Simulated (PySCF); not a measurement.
CH₈FNSi₂, SMILES [SiH2](C)[Si@H](F)N.

Geometry: TPSSh-D3(BJ)/def2-SVP. The structure was generated by enumeration; whether it is a known compound was not checked. The values are those of a single conformer.

These are TDA-PBE/def2-SVPD in PySCF 2.14.0 values and carry that method's errors.

Vertical excitations. Gas-phase values at a fixed geometry.

Problem. List the lowest excited states. (The exact figures need the calculation; the answer reports its results.)

Solution. 
```
state  energy (eV)  λ (nm)      f                                              main pairs
-----  -----------  ------  -----  ------------------------------------------------------
S1            5.96     208  0.016                                          HOMO→LUMO 83 %
S2            6.17     201  0.039                                        HOMO→LUMO+1 79 %
S3            6.30     197  0.028                                        HOMO−1→LUMO 71 %
S4            6.39     194  0.021                                      HOMO−1→LUMO+1 86 %
S5            6.84     181  0.025                                        HOMO→LUMO+2 87 %
S6            7.09     175  0.011                                      HOMO−1→LUMO+2 82 %
S7            7.18     173  0.015                    HOMO→LUMO+3 80 %, HOMO−1→LUMO+3 13 %
S8            7.24     171  0.013  HOMO−2→LUMO 59 %, HOMO−3→LUMO 15 %, HOMO−2→LUMO+1 13 %
S9            7.37     168  0.012                      HOMO→LUMO+4 61 %, HOMO−3→LUMO 25 %
S10           7.41     167  0.022    HOMO−3→LUMO 44 %, HOMO→LUMO+4 27 %, HOMO−2→LUMO 12 %
T1            5.45     228      0                        HOMO→LUMO 79 %, HOMO−1→LUMO 19 %
T2            5.72     217      0                                        HOMO→LUMO+1 89 %
T3            5.73     216      0                        HOMO−1→LUMO 75 %, HOMO→LUMO 20 %
T4            5.95     208      0                                      HOMO−1→LUMO+1 91 %
```
Triplets are in the Tamm–Dancoff approximation.
